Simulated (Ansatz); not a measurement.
VO₂⁺. Charge 1, multiplicity 5. Geometry PBE-D4/def2-TZVP; atoms count from 1.

Cartesian coordinates in Å:
```
V 0.8709 -0.7973 0.3328
O -0.3581 0.7194 0.3987
O -0.5128 0.0780 -0.7315
```

The structure holds one bond between oxygen atoms, so isomers without such links may lie far lower. At PBE0-D4/def2-TZVP a triplet of charge 1 lies 0.22 eV below the quintet, each at its own geometry. That triplet is doubtful there (⟨S²⟩ 2.38, where a pure state has 2.00). The structure comes from a short search, and lower isomers may exist.

(1) Estimate the Mulliken populations from the PBE0/def2-TZVP orbitals of Ansatz.

(2) Where does the spin sit?

(3) And the Mayer bond orders between bonded heavy atoms (over 0.3)?

Answers

(1) 
| atom | charge (e) | spin (α − β) | d electrons |
| --- | --- | --- | --- |
| V1 | 1.24 | 3.08 | 3.55 |
| O2 | -0.12 | 0.46 | – |
| O3 | -0.12 | 0.46 | – |
Mulliken values and Mayer orders depend strongly on the basis.

(2) Summed by element: V 3.08, O 0.92, of 4 unpaired in all. Largest on single atoms: V1 3.08, O2 0.46, O3 0.46.

(3) V1–O2 0.62 (1.95 Å); V1–O3 0.62 (1.95 Å); O2–O3 1.29 (1.31 Å).
